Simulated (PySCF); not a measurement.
Work out the structure from these simulated measurements.

Elements present: C, Cl, H, N and O. Monoisotopic mass: 121.0294 u.

| Item | Value |
| --- | --- |
| UV, first state | lowest singlet excitation: 5.71 eV (217 nm, f = 0.000) [TDDFT B3LYP/def2-SVPD] |
| UV, strongest line | among the 8 lowest singlet transitions: S5 at 7.25 eV (171 nm, f = 0.038) [TDDFT B3LYP/def2-SVPD] |
| Dipole | 3.01 D [B3LYP/def2-SVPD] |
| 13C NMR | chemical shifts (computed TMS as zero) by class: 172.5 (1 C), 50.5 (1 C), 30.3 (1 C), 30.2 (1 C) ppm [GIAO PBE0/pcSseg-1] |
| Rotational structure | rotational constants A, B, C: 3.945, 1.126, 1.050 GHz [GFN2-xTB] |
| Polarisability | 74.3 au [B3LYP/def2-SVPD] |
| Triplet | lowest triplet excitation (Tamm–Dancoff): 5.25 eV [TDA B3LYP/def2-SVPD] |
| 1H NMR | chemical shifts (computed TMS as zero) by class: 4.84 (1 H), 4.65 (1 H), 3.82 (2 H), 2.40 (2 H), 1.95 (2 H) ppm [GIAO PBE0/pcSseg-1] |

Electronic properties: PySCF, gas phase, density fitting. Levels stand in brackets. One conformer (not necessarily the lowest) at the GFN2-xTB geometry, without solvent, vibrations or thermal averaging. Each NMR value is the plain mean over a class of atoms that symmetry, rotation or inversion makes alike.

Task: Which formula fits the mass and the elements?

Result: C4H8ClNO (calculated 121.0294). No other formula that holds each of these elements comes within 0.0003 u with a fitting electron parity and a possible valence count.

Task: Propose a structure and show how it fits.

Result: Numbering: `[NH2:1][C:2](=[O:3])[CH2:4][CH2:5][CH2:6][Cl:7]`. Its formula, C4H8ClNO, gives 1 degree of unsaturation: 0 rings and 1 π bond in the structure found. 4 carbons fall into 4 classes; from least to most shielded: amide carbonyl carbon [C2] (172.5 ppm), sp3 C–Cl carbon [C6] (50.5 ppm), sp3 carbon next to a carbonyl [C4] (30.3 ppm), chain CH2 carbon [C5] (30.2 ppm). Hydrogen classes from least to most shielded: 1 H on an amide nitrogen, N1 (4.84 ppm), 1 H on an amide nitrogen, N1 (4.65 ppm), 2 H on an sp3 C–Cl carbon, C6 (3.82 ppm), 2 H on an sp3 carbon next to a carbonyl, C4 (2.40 ppm, a mean of values up to 0.6 ppm apart in this geometry), 2 H on a chain CH2 carbon, C5 (1.95 ppm, a mean of values up to 0.9 ppm apart in this geometry). The optimised geometry has point group C1 and is an asymmetric top. Structure: `NC(=O)CCCCl`. The assignments are read from this structure; whether some other isomer fits the data as well wasn't checked.

Shape of the structure used: `[NH2:1][C:2](=[O:3])[CH2:4][CH2:5][CH2:6][Cl:7]`: N1–C2–C4–C5 171°, C2–C4–C5–C6 -69°, C4–C5–C6–Cl7 -63°, H–N1–C2–O3 1°, H–N1–C2–O3 179°.
